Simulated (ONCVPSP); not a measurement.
What one change does to a pseudopotential (scandium, ONCV)

```
Element                 : scandium (Sc)
Generator               : ONCVPSP 4.0.1
Type                    : optimised norm-conserving Vanderbilt (ONCV)
Functional              : revPBE
Relativity              : scalar-relativistic
Frozen core             : [Ne]
Valence charge          : 11
Reference configuration : 3s2 3p6 3d1 4s1 (charge +1)
Partial waves           : 3s+4s: rc 1.55 bohr, ncon 5, nbas 10, qcut 9.9 1/bohr, 2 projectors; 3p: rc 1.20 bohr, ncon 4, nbas 7, qcut 7.4 1/bohr, 2 projectors, debl 2.8 Ha; 3d: rc 2.55 bohr, ncon 4, nbas 9, qcut 6.7 1/bohr, 2 projectors, debl 3.5 Ha
Local potential         : polynomial inside 1.10 bohr (lpopt 5, dvloc0 0 Ha)
Core correction         : Teter function, fcfact 2.75, rcfact 1.5
```

All-electron outer shells of the reference configuration (revPBE, scalar-relativistic, ld1.x):

```
shell  level (eV)  outermost node (bohr)  outermost maximum (bohr)
   2p     -395.21                      –                      0.23
   3s      -62.07                   0.42                      0.93
   3p      -40.61                   0.39                      0.97
   3d       -9.89                      –                      1.10
   4s       -9.62                   1.32                      2.95
```

Change: d: debl 0.8.

Cutoffs: the cutoffs (Ha) at which the residual kinetic energy of the hardest occupied pseudo-wave falls to 1 and 0.1 mHa per electron; they do not see the model core or the augmentation charge, which bear on the density cutoff. Errors are all-electron minus pseudo energies relative to the spin-unpolarised reference configuration.

Q: Predict the effect on cutoff, ghosts and configuration errors.

A: The potential gets neither clearly harder nor softer (30 Ha and 59 Ha → 30 Ha and 59 Ha); the errors of the 4 common tests hardly move; the range in which the d phases agree widens (upper end 0.3 → 3.7); neither file shows a bound ghost.

```csv
quantity,base,changed
"cutoff, loose",30 Ha,30 Ha
"cutoff, tight",59 Ha,59 Ha
bound ghosts,none,none
GHOST(+) flags under 300 eV,none,none
"error for 3s2 3p6 3d1 4s2, meV [ΔE -6.83 eV]",+0.5,+0.6
"error for 3s2 3p6 3d1 4s0, meV [ΔE 12.64 eV]",-3.1,-2.7
"error for 3s2 3p6 3d0 4s0, meV [ΔE 37.43 eV]",+288,+288
"error for 3s2 3p6 3d1 4s0 4p1, meV [ΔE 3.38 eV]",-0.5,-0.4
s: phases at 1.57 bohr within 0.05 rad from the reference energy up to (Ha; the scan ends near 5),to the end of the scan,to the end of the scan
p: phases at 1.22 bohr within 0.05 rad from the reference energy up to (Ha; the scan ends near 5),to the end of the scan,to the end of the scan
d: phases at 2.60 bohr within 0.05 rad from the reference energy up to (Ha; the scan ends near 5),0.3,3.7
"rms error of d²Exc/dni dnj with the model core, mHa",1.24,1.24
```
